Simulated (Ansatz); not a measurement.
H2S, charge +1, doublet, at a GFN2-xTB geometry (a state made from the parent by changing its charge; the spin is typed, not shown lowest). Base run: B3LYP/cc-pVDZ (Ansatz, a program for electronic structure).

Here is a job for Ansatz.
Ansatz 0.2 input:
```yaml
crystal:
  periodic: [false, false, false]
  atoms:
    - {symbol: S, position_ang: [-0.00036152, -0.00213359, 0.10390253]}
    - {symbol: H, position_ang: [-0.03847239, 1.00861520, -0.81100328]}
    - {symbol: H, position_ang: [0.04425671, -0.97447779, -0.85143727]}
basis:
  gaussian:
    orbitals: cc-pVDZ
hamiltonian:
  xc: b3lyp
total_charge: 1
magnetization: {spin_polarized: true, initial_magnetization: 1}
```

Each row names what was changed in the base input (with any setting that the change needs).

```
change                                                            ΔE vs base (mEh)
----------------------------------------------------------------  ----------------
base                                                                         0.000
forces = on                                                                  0.000
point_charge = charge:-1.0 position_ang:1.522, 3.3223, -2.2652              -132.5
point_charge = charge:0.5 position_ang:-0.7474, -3.0579, -3.0389            64.254
accuracy = high                                                              0.000
final_grid = 10, 20, 41                                                      0.000
final_grid = 6, 12, 29                                                       0.000
final_grid = 4, 8, 17                                                       -0.049
lower_state_search = full                                                    0.000
nuclear_model = gaussian                                                     0.323
point_charge = charge:1.0 position_ang:-2.2982, 3.0446, 0.8334               131.7
```
